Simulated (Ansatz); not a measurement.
Two isomers of C2H7NSi: A = `C=C(N)[SiH3]`, B = `C=C[SiH2]N`.

Gas-phase electronic energies from Ansatz, PBE0-D4/def2-TZVP geometries. CCSD(T)/CBS adds triple-zeta CCSD(T) − MP2 to the extrapolated MP2 energy (def2 sets, frozen cores). DFT in def2-TZVPP. B3LYP here is the variant with VWN-RPA as its local correlation; programs differ in this. One conformer a species, not always the lowest.

**Question.** Which is lower in electronic energy at CCSD(T)/CBS, and by how much? (Estimate.)

**Answer.** The calculation gave: B, by 23.5 kcal/mol.

**Question.** Give E(B) − E(A) in kcal/mol with HF/def2-TZVPP, LDA (SPW92), B3LYP, CCSD(T)/def2-TZVPP, BLYP-D4, r2SCAN-D4, B3LYP-D4. (An estimate is asked.)

**Answer.** Ansatz gave: HF/def2-TZVPP -25.0, LDA (SPW92) -16.5, B3LYP -21.3, CCSD(T)/def2-TZVPP -22.9, BLYP-D4 -19.8, r2SCAN-D4 -20.7, B3LYP-D4 -21.1. None reverses the order clearly.

**Question.** Does the order hold for the free energy at 298.15 K (harmonic terms from PBE0-D4)? (Best estimate.)

**Answer.** Ansatz gave: Yes: G(B) − G(A) = -23.2 kcal/mol, for one conformer each.

Largest T1 diagnostic: 0.012.

From r2SCAN to r2SCAN0 (25 % exact exchange), in def2-TZVPP and without D4, E(B) − E(A) moves by −1.0 kcal/mol. At CCSD(T), def2-SVP lies +5.5 kcal/mol from the extrapolated value and def2-TZVPP +0.5 kcal/mol.
